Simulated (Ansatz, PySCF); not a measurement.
SnOCl2, SMILES [Cl][Sn](=[O])[Cl].

Coordinates come from a B3LYP-D3(BJ)/def2-SVP optimisation. The def2 effective core potentials stand for the cores of Sn; spin–orbit coupling is left out.

Vertical ionisation energy (IE) and electron affinity (EA) in eV. Rows of orbital energies are one-electron estimates. Where ΔSCF, EOM or ADC give a negative EA the extra electron is unbound and the value depends on the basis.

```
level                                                                   IE    EA
-------------------------------------------------------------------  -----  ----
−ε(HOMO), −ε(LUMO), r2SCAN/def2-TZVPD (PySCF)                         7.40  4.71
−ε(HOMO), −ε(LUMO), PBE/def2-TZVPD (PySCF)                            7.08  4.83
ΔSCF, PBE0/def2-SVPD (Ansatz), final states of multiplicity 2 and 2  10.34  2.29
ΔSCF, PBE/def2-SVPD (Ansatz), final states of multiplicity 2 and 2   10.49  2.24
```

Problem. What vertical singlet–triplet gap does ΔSCF give with PBE0/def2-SVPD (Ansatz, an electronic-structure program) and with PBE/def2-SVPD (Ansatz)? (Estimate from the structure and the level; the computed values follow.)

Solution. 2.08 and 2.36 eV (triplet above singlet where positive).
